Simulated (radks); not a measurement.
Effect of the nuclear size on the cerium ion Ce43+, [Ne] 3s2 3p3. Method: Dirac Kohn-Sham, PBE, spin-unpolarised, spherical densities, finite nucleus; open shells fill j = l - 1/2 first; Fermi nuclear charge, rms radius 4.8771 fm; computed with a radial shooting solver on a logarithmic mesh with Libxc functionals. The rms radius is varied about that value; shifts are against it.

[
 {"rms radius (fm)": "4.3796", "total energy shift (eV)": "-2.03", "density at nucleus (e/bohr^3)": "3.928e+05", "1s1/2 shift (meV)": "-840", "2s1/2 shift (meV)": "-105", "2p1/2 shift (meV)": "2.58", "3s1/2 shift (meV)": "-26.9", "3p1/2 shift (meV)": "0.610", "3p3/2 shift (meV)": "1.54", "4s1/2 (empty) shift (meV)": "-10.4"},
 {"rms radius (fm)": "4.6479", "total energy shift (eV)": "-0.956", "density at nucleus (e/bohr^3)": "3.88e+05", "1s1/2 shift (meV)": "-396", "2s1/2 shift (meV)": "-49.7", "2p1/2 shift (meV)": "1.21", "3s1/2 shift (meV)": "-12.7", "3p1/2 shift (meV)": "0.287", "3p3/2 shift (meV)": "0.724", "4s1/2 (empty) shift (meV)": "-4.88"},
 {"rms radius (fm)": "4.8771", "total energy shift (eV)": "0", "density at nucleus (e/bohr^3)": "3.842e+05", "1s1/2 shift (meV)": "0.000", "2s1/2 shift (meV)": "0.000", "2p1/2 shift (meV)": "0.000", "3s1/2 shift (meV)": "0.000", "3p1/2 shift (meV)": "0.000", "3p3/2 shift (meV)": "0.000", "4s1/2 (empty) shift (meV)": "0.000"},
 {"rms radius (fm)": "5.3404", "total energy shift (eV)": "2.04", "density at nucleus (e/bohr^3)": "3.77e+05", "1s1/2 shift (meV)": "846", "2s1/2 shift (meV)": "106", "2p1/2 shift (meV)": "-2.59", "3s1/2 shift (meV)": "27.1", "3p1/2 shift (meV)": "-0.613", "3p3/2 shift (meV)": "-1.55", "4s1/2 (empty) shift (meV)": "10.4"},
 {"rms radius (fm)": "5.4819", "total energy shift (eV)": "2.70", "density at nucleus (e/bohr^3)": "3.75e+05", "1s1/2 shift (meV)": "1120", "2s1/2 shift (meV)": "140", "2p1/2 shift (meV)": "-3.42", "3s1/2 shift (meV)": "35.8", "3p1/2 shift (meV)": "-0.809", "3p3/2 shift (meV)": "-2.04", "4s1/2 (empty) shift (meV)": "13.8"}
]

Slopes of the eigenvalues against <r^2> in GHz/fm^2, as finite differences over the two radii next to the reference (eigenvalue slopes, not the field-shift constants of lines): 1s1/2 43400, 2s1/2 5450, 2p1/2 -133, 3s1/2 1390, 3p1/2 -31.5, 3p3/2 -79.4, 4s1/2 (empty) 536.
